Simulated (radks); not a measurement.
Question: Species: Gd I. Configuration: [Kr] 4d10 4f7.5 5s2 5p5.5 5d1 6s2 (fractional occupations, a model configuration). Method: Dirac Kohn-Sham, PBE, spin-unpolarised, spherical densities, finite nucleus; open shells fill j = l - 1/2 first; Fermi nuclear charge, rms radius 5.1569 fm; computed with a radial shooting solver on a logarithmic mesh with Libxc functionals. Some entries of the table are withheld. Estimate them.

orbital,occ.,eigenvalue (eV),<r> (bohr)
1s1/2,2,-50040.22,0.02191
2s1/2,2,-8256.111,0.09275
2p1/2,2,(1),0.07746
2p3/2,4,(2),0.08430
3s1/2,2,-1827.703,0.2440
3p1/2,2,-1647.260,0.2336
3p3/2,4,-1504.503,0.2467
3d3/2,4,(3),(4)
3d5/2,6,(5),(6)
4s1/2,2,-366.0490,0.5533
4p1/2,2,-295.8095,0.5654
4p3/2,4,-264.1331,0.5950
4d3/2,4,-148.4244,0.6316
4d5/2,6,-142.7119,0.6421
5s1/2,2,-48.8950,1.341
5p1/2,2,-29.7468,1.506
5p3/2,3.5,-25.4864,1.604
4f5/2,6,-7.1700,0.8852
4f7/2,1.5,-6.4422,0.9003
6s1/2,2,-4.1057,(7)
5d3/2,1,-2.5884,2.839
5d5/2,0,-2.3339,2.948

Answer: 
(1) 2p1/2 eigenvalue (eV): -7840.045
(2) 2p3/2 eigenvalue (eV): -7144.164
(3) 3d3/2 eigenvalue (eV): -1192.758
(4) 3d3/2 <r> (bohr): 0.2187
(5) 3d5/2 eigenvalue (eV): -1161.652
(6) 3d5/2 <r> (bohr): 0.2228
(7) 6s1/2 <r> (bohr): 4.008
